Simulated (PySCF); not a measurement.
**UHF on Sc²⁺ (scandium, charge +2)**

Configuration: [Ar] 4p1, 2P determinant (an excited configuration). Computed with PySCF 2.14 in x2c-TZVPPall (6s5p4d2f1g, 64 functions), with scalar relativity by spin-free X2C-1e.

- Total energy: -762.362435 hartree
- One-electron energy: -1027.9090 hartree
- Hartree (Coulomb) energy: 303.3314 hartree
- Exchange energy: -37.7849 hartree
- ⟨S²⟩: 0.7501
- ⟨L²⟩: 2.001
- Sum of ⟨r⟩: 15.13 bohr
- Sum of ⟨r²⟩: 26.54 bohr²
- Traceless quadrupole moment −½Σ⟨3z² − r²⟩ along its main axis: -5.54 e·bohr²
- Langevin diamagnetic susceptibility: -21.0 ×10⁻⁶ cm³/mol

```json
{"shell": "1s α", "electrons": "1", "mean orbital energy (hartree)": "-167.67473", "spread (hartree)": "0", "rms radius, mean of both spins (bohr)": "0.0844"}
{"shell": "1s β", "electrons": "1", "mean orbital energy (hartree)": "-167.67224", "spread (hartree)": "0", "rms radius, mean of both spins (bohr)": "0.0844"}
{"shell": "2s α", "electrons": "1", "mean orbital energy (hartree)": "-20.14466", "spread (hartree)": "0", "rms radius, mean of both spins (bohr)": "0.370"}
{"shell": "2s β", "electrons": "1", "mean orbital energy (hartree)": "-20.14254", "spread (hartree)": "0", "rms radius, mean of both spins (bohr)": "0.370"}
{"shell": "2p α", "electrons": "3", "mean orbital energy (hartree)": "-16.56773", "spread (hartree)": "0.00336", "rms radius, mean of both spins (bohr)": "0.340"}
{"shell": "2p β", "electrons": "3", "mean orbital energy (hartree)": "-16.56403", "spread (hartree)": "0.00470", "rms radius, mean of both spins (bohr)": "0.340"}
{"shell": "3s α", "electrons": "1", "mean orbital energy (hartree)": "-3.42421", "spread (hartree)": "0", "rms radius, mean of both spins (bohr)": "1.13"}
{"shell": "3s β", "electrons": "1", "mean orbital energy (hartree)": "-3.41697", "spread (hartree)": "0", "rms radius, mean of both spins (bohr)": "1.13"}
{"shell": "3p α", "electrons": "3", "mean orbital energy (hartree)": "-2.39364", "spread (hartree)": "0.00371", "rms radius, mean of both spins (bohr)": "1.23"}
{"shell": "3p β", "electrons": "3", "mean orbital energy (hartree)": "-2.38527", "spread (hartree)": "0.01612", "rms radius, mean of both spins (bohr)": "1.23"}
{"shell": "4p α", "electrons": "1", "mean orbital energy (hartree)": "-0.60853", "spread (hartree)": "0", "rms radius, mean of both spins (bohr)": "3.73"}
```

Densities and radii are taken from the X2C orbitals without a picture-change correction, which distorts them close to the nucleus.

Spin-orbit constants ζ (cm⁻¹) from the X2C one-electron operator on these orbitals: bare nucleus, nucleus screened by l(l+1)(2l+1)/3 electrons, and screened by the Breit-Pauli mean field of the electrons.

```
shell   bare  screened nucleus  mean field
   2p  26820             24270       23080
   3p   2966              2684        2536
   4p  281.6             254.8       239.9
```

To first order the Landé constant is A = 239.9 cm⁻¹, so the lowest level has J = 1/2 and lies 0.0297 eV below the centre of the term.
